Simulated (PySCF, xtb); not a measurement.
CH4O4Si, SMILES O=C(O)[SiH](O)O.

GFN2-xTB in xtb at its own geometry gives an orbital gap of 3.71 eV and a dipole moment of 1.36 D.

Geometry: PBE0-D3(BJ)/def2-SVP. The values are those of a single conformer.

**Question.** What does PBE/def2-TZVP run with PySCF give? (Estimate from the structure and the level; the computed values follow.)

**Answer.** gap 4.58 eV (levels -6.59 and -2.01 eV), dipole 1.29 D.
